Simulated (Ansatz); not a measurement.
Consider the ligand exchange at the Si–N bond: `N[SiH]([SiH3])Cl` + H–F → `F[SiH]([SiH3])Cl` + NH₃.

Isolated molecules relaxed with PBE0-D4/def2-TZVP in Ansatz; ΔE leaves out vibrations. CBS: MP2 limit from def2 TZ/QZ plus the TZ coupled-cluster correction, frozen cores. This one scheme is used for every species. DFT in def2-TZVPP. One conformer a species, not always the lowest.

```
           species  r2SCAN-D4 energy (Eh)
`N[SiH]([SiH3])Cl`            -1097.56987
               H–F             -100.44667
`F[SiH]([SiH3])Cl`            -1141.49751
               NH₃              -56.54866
```

**Question.** Work out ΔE.

**Answer.** ΔE = (-1141.49751) + (-56.54866) − (-1097.56987) − (-100.44667) = -0.02963 Eh = -77.8 kJ/mol. CCSD(T)/CBS gives -72.3 kJ/mol.

Largest T1 diagnostic among the species: 0.012.

The D4 term adds +6.9 kJ/mol with B3LYP and +3.8 kJ/mol with PBE0; it sums over pairs of atoms, weighted by their polarisabilities, and B3LYP, whose exchange is more repulsive, gets the larger term. In def2-TZVPP, CCSD(T) changes the Hartree–Fock value by +14.4 kJ/mol (the triples alone add +2.0 kJ/mol) and MP2 by +17.6 kJ/mol.

B3LYP here is the variant with VWN-RPA as its local correlation; programs differ in this.
